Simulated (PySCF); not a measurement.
## Correlation energy of Fe⁺ (iron, charge +1)

[Ar] 3d6 4s1, high-spin 6D determinant. Calculation: PySCF 2.14, in dyall-av2z (16s12p7d2f, 101 functions); the non-relativistic Hamiltonian (point nucleus). Frozen: [Ar]; 7 electrons correlated; the 25 highest virtual orbitals of each spin left out.

| level | correlation energy (mhartree) |
| --- | --- |
| CCSD | -131.89 |
| (T) | -2.68 |
| CCSD(T) | -134.57 |

Diagnostics: T1 = 0.011, D1 = 0.0207, largest double amplitude 0.024.

Cost of the coupled-cluster step: about 6 core-seconds, for 7 correlated electrons.

Iterations:

```
CC2 = 0
CCSD nocc = (np.int64(6), np.int64(1)), nmo = (67, 67)
frozen orbitals [[0, 1, 2, 3, 4, 5, 6, 7, 8, 76, 77, 78, 79, 80, 81, 82, 83, 84, 85, 86, 87, 88, 89, 90, 91, 92, 93, 94, 95, 96, 97, 98, 99, 100], [0, 1, 2, 3, 4, 5, 6, 7, 8, 76, 77, 78, 79, 80, 81, 82, 83, 84, 85, 86, 87, 88, 89, 90, 91, 92, 93, 94, 95, 96, 97, 98, 99, 100]]
max_cycle = 100
direct = 0
conv_tol = 1e-08
conv_tol_normt = 1e-06
diis_space = 8
diis_start_cycle = 0
Init t2, MP2 energy = -0.127358314693728
Init E_corr(UCCSD) = -0.127358314699411
cycle = 1  E_corr(UCCSD) = -0.129579101381987  dE = -0.00222078668  norm(t1,t2) = 0.0336512
cycle = 2  E_corr(UCCSD) = -0.131245065491609  dE = -0.00166596411  norm(t1,t2) = 0.0107303
cycle = 3  E_corr(UCCSD) = -0.131635079683278  dE = -0.000390014192  norm(t1,t2) = 0.00553393
cycle = 4  E_corr(UCCSD) = -0.131865965812293  dE = -0.000230886129  norm(t1,t2) = 0.00201482
cycle = 5  E_corr(UCCSD) = -0.131879103095482  dE = -1.31372832e-05  norm(t1,t2) = 0.000892105
cycle = 6  E_corr(UCCSD) = -0.131882946378125  dE = -3.84328264e-06  norm(t1,t2) = 0.000250805
cycle = 7  E_corr(UCCSD) = -0.131888420667163  dE = -5.47428904e-06  norm(t1,t2) = 0.000102075
cycle = 8  E_corr(UCCSD) = -0.131887567916212  dE = 8.52750952e-07  norm(t1,t2) = 2.78884e-05
cycle = 9  E_corr(UCCSD) = -0.131887247596747  dE = 3.20319465e-07  norm(t1,t2) = 7.34063e-06
cycle = 10  E_corr(UCCSD) = -0.131887235716018  dE = 1.18807285e-08  norm(t1,t2) = 2.6296e-06
cycle = 11  E_corr(UCCSD) = -0.131887245670614  dE = -9.95459523e-09  norm(t1,t2) = 1.15531e-06
cycle = 12  E_corr(UCCSD) = -0.131887247216011  dE = -1.54539737e-09  norm(t1,t2) = 2.71499e-07
UCCSD converged
E(UCCSD) = -1262.334317710967  E_corr = -0.1318872472160109
UCCSD(T) correction = -0.00267640510412409
```
